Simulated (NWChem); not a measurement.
Molecule: SiPH$_{4}$, doublet; SMILES [PH][SiH3]

Results from NWChem. Pople sets run with spherical d functions. Spin-unrestricted. No stability test was run on the SCF state. Level UHF/6-31G*: optimisations from one semi-empirical or force-field start; each run changes one setting, and all end within 0.3 mHa of each other.

```json
[
 {"setting": "redundant internal coordinates, default thresholds", "optimisation steps": "4"},
 {"setting": "loose thresholds", "optimisation steps": "3"},
 {"setting": "no line search", "optimisation steps": "5"},
 {"setting": "Cartesian coordinates", "optimisation steps": "9"},
 {"setting": "tight thresholds", "optimisation steps": "12"}
]
```
